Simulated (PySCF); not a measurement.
Species: C₈H₈Si.
InChI=1S/C8H8Si/c1-2-4-8-7(3-1)5-6-9-8/h1-6H,9H2

The closed-shell ground state was solved at several levels (PySCF, density fitting, gas phase, non-relativistic). Geometry: PBE0-D3(BJ)/def2-SVP; no solvent, vibrations or thermal averaging.

| level | basis functions | total energy (Eh) | HOMO (eV) | LUMO (eV) | gap (eV) | dipole (D) |
| --- | --- | --- | --- | --- | --- | --- |
| PBE0/pcSseg-1 | 200 | -598.6027 | -6.66 | -1.47 | 5.19 | 0.61 |
| wB97X-D/pcSseg-1 | 200 | -598.9784 | -8.37 | 0.23 | 8.60 | 0.57 |

Problem. What might CAM-B3LYP/def2-SVPD (248 basis functions) give for the same quantities?

Solution. Total energy -598.6671 Eh, HOMO -7.79 eV, LUMO -0.38 eV, gap 7.41 eV, dipole 0.63 D.

Problem. Over all these levels, which gives the widest orbital gap and which the narrowest?

Solution. wB97X-D/pcSseg-1 (range-separated hybrid) has the widest, 8.60 eV, and PBE0/pcSseg-1 (global hybrid, 25 % exact exchange) the narrowest, 5.19 eV. The two share the basis. From the narrowest to the widest the HOMO moves by -1.71 eV and the LUMO by +1.70 eV.

Problem. How far do the dipole and the HOMO energy spread over the levels?

Solution. The dipole runs from 0.57 to 0.63 D (mean 0.60 D) and the HOMO from -8.37 to -6.66 eV.

wB97X-D is run here without its empirical dispersion term; that term would change no orbital, density or response property at a fixed geometry.
